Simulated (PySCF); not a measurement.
Compound: C2H7FGe.
Numbering: `[F:1][CH2:2][CH2:3][GeH3:4]` (hydrogens: H5, H6 on C2; H7, H8 on C3; H9, H10, H11 on Ge4)

Cartesian coordinates in Å at the PBE0-D3(BJ)/def2-SVP level; atoms count from 1:
```xyz
11
C2H7FGe angstrom
F     -1.215    1.419    0.432
C     -1.464    0.075    0.598
C     -0.389   -0.748   -0.072
Ge     1.431   -0.202    0.441
H     -2.462   -0.139    0.175
H     -1.500   -0.134    1.682
H     -0.472   -0.681   -1.168
H     -0.517   -1.809    0.197
H      1.502   -0.047    1.973
H      2.421   -1.301    0.005
H      1.832    1.122   -0.226
```

Method used: PBE0-D3(BJ)/def2-SVP geometry optimisation, gas phase (PySCF).

Take the most abundant isotopes and a rigid rotor. The values belong to one conformer with, in the numbering `[F:1][CH2:2][CH2:3][GeH3:4]`, F1–C2–C3–Ge4 51°.

(1) Give the principal moments of inertia and the rotational constants in MHz.

(2) Classify the top.

(3) What does the inertial defect say?

(4) Predict some low-J microwave lines.

## Answers

(1) Ia = 48.55, Ib = 223.29, Ic = 253.25 u·Å²; 505379 MHz·u·Å²/I gives A = 10410, B = 2263, C = 1996 MHz.

(2) A near-prolate asymmetric top: κ = (2 × 2263 − 10410 − 1996)/(10410 − 1996) = -0.94.

(3) Not planar: Δ = Ic − Ia − Ib = -18.58 u·Å². For a rigid frame Δ = −2 Σ m c², so Σ m c² = 9.29 u·Å² lies off the ab plane: 6.99 from hydrogen and 2.30 from heavier atoms. The atom farthest from that plane is 1.48 Å away.

(4) The dipole components are |μa| = 0.17 D, |μb| = 1.88 D, |μc| = 0.31 D. Intensities carry the squares of the components, which stand as 0.01 : 1.00 : 0.03 (a : b : c). Some of the stronger lines:

```tsv
type	branch	J(Ka,Kc)	MHz	lower level (cm⁻¹)
b	R	2(0,2) ← 1(1,1)	364	0.414
b	R	3(0,3) ← 2(1,2)	4865	0.689
b	Q	1(1,0) ← 1(0,1)	8415	0.142
b	Q	2(1,1) ← 2(0,2)	8689	0.426
b	Q	3(1,2) ← 3(0,3)	9112	0.851
b	R	4(0,4) ← 3(1,3)	9465	1.102
b	Q	4(1,3) ← 4(0,4)	9699	1.417
b	R	1(1,1) ← 0(0,0)	12406	0.000
b	R	2(1,2) ← 1(0,1)	16397	0.142
b	R	3(1,3) ← 2(0,2)	20257	0.426
b	Q	2(2,0) ← 2(1,1)	24447	0.716
b	Q	3(2,2) ← 3(1,3)	25650	1.102
b	Q	4(2,3) ← 4(1,4)	26193	1.652
b	R	2(2,1) ← 1(1,0)	33226	0.423
b	R	2(2,0) ← 1(1,1)	33500	0.414
b	R	3(2,2) ← 2(1,1)	37217	0.716
b	R	3(2,1) ← 2(1,2)	38053	0.689
b	R	4(2,3) ← 3(1,2)	41073	1.155
b	Q	4(3,1) ← 4(2,2)	41329	2.529
b	Q	3(3,0) ← 3(2,1)	41375	1.958
b	R	4(2,2) ← 3(1,3)	42777	1.102
b	R	3(3,0) ← 2(2,1)	54184	1.531
b	Q	4(4,0) ← 4(3,1)	57953	3.907
b	Q	4(4,1) ← 4(3,2)	57953	3.907
b	R	4(3,2) ← 3(2,1)	58423	1.958
b	R	4(3,1) ← 3(2,2)	58457	1.957
b	R	4(4,1) ← 3(3,0)	75002	3.338
b	R	4(4,0) ← 3(3,1)	75002	3.338
```

Not checked by PBE0-D3(BJ)/def2-SVP frequencies. Zero-point vibration and centrifugal distortion are left out. A rigid rotor knows nothing of internal rotation, which can split or shift real lines.
